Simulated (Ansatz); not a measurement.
A nudged elastic band was laid between two geometries of AlFH2O2 + AsH3 (10 atoms, charge 0, multiplicity 1).

Computed with Ansatz 0.2.0, RKS PBE0/def2-SVP.

| Quantity | Value |
| --- | --- |
| movable images | 5 |
| climbing image | yes |
| spring | 5.0 eV/Å² |
| optimiser | fire |
| start path | through a guess of the saddle point |
| force threshold | 0.05 eV/Å |
| iteration limit | 25 |
| end points | relaxed |
| largest step | 0.02 Å |

Image 0:

```xyz
10
Properties=species:S:1:pos:R:3
Al -0.608 0.518 -0.905
F -0.994 -0.856 -1.773
O 0.678 1.500 -1.404
O -1.670 1.097 0.282
H 0.386 -1.038 0.256
As 1.039 -0.431 1.520
H 1.221 1.329 -2.174
H -2.516 0.699 0.490
H 2.208 -1.395 1.337
H 0.256 -1.422 2.372
```

Image 6:

```xyz
10
Properties=species:S:1:pos:R:3
Al -0.161 0.548 -0.148
F -0.363 -1.366 -0.876
O 0.760 1.266 -1.389
O -1.775 0.932 0.238
H 0.164 -1.753 -0.190
As 1.161 -0.308 1.732
H 0.472 1.857 -2.084
H -2.396 1.484 -0.237
H 1.986 -1.262 0.862
H 0.151 -1.398 2.093
```

(1) Which bonds break or form, and what moves?

(2) What energy profile does the band end with?

The band took 25 iterations and about 19 core-minutes.

## Answers

(1) Bonds broken: H5–As6. Bonds formed: F2–H5. AlFH2O2 + AsH3 becomes AlAsFH5O2.

(2) It did not converge within its limit. The highest image is number 3 of 0 to 6, 107.5 kJ/mol above the first end and 32.8 kJ/mol above the last; the last end lies 74.7 kJ/mol above the first. The band didn't meet its force threshold, so its energies are provisional: the largest band force was still 0.28 eV/Å, and over the last iterations the top stayed at 1.11 eV. The orbitals stay closed-shell, which can raise the energy where a bond breaks towards radicals; this wasn't checked here.

```json
{"image": "0", "path coordinate (Å)": "0.00", "energy (kJ/mol)": "0.0", "H5–As6 (Å)": "1.55", "F2–H5 (Å)": "2.46"}
{"image": "1", "path coordinate (Å)": "0.54", "energy (kJ/mol)": "8.3", "H5–As6 (Å)": "1.54", "F2–H5 (Å)": "2.09"}
{"image": "2", "path coordinate (Å)": "1.08", "energy (kJ/mol)": "41.8", "H5–As6 (Å)": "1.56", "F2–H5 (Å)": "1.75"}
{"image": "3", "path coordinate (Å)": "1.67", "energy (kJ/mol)": "107.5", "H5–As6 (Å)": "1.84", "F2–H5 (Å)": "1.24"}
{"image": "4", "path coordinate (Å)": "2.03", "energy (kJ/mol)": "96.4", "H5–As6 (Å)": "2.17", "F2–H5 (Å)": "1.00"}
{"image": "5", "path coordinate (Å)": "2.47", "energy (kJ/mol)": "81.0", "H5–As6 (Å)": "2.36", "F2–H5 (Å)": "0.97"}
{"image": "6", "path coordinate (Å)": "2.93", "energy (kJ/mol)": "74.7", "H5–As6 (Å)": "2.60", "F2–H5 (Å)": "0.95"}
```

Run time: 9.6 min on 2 threads of Intel(R) Xeon(R) Platinum 8259CL CPU @ 2.50GHz (Skylake/Cascade Lake), with other jobs on the host, peak memory 0.34 GiB.
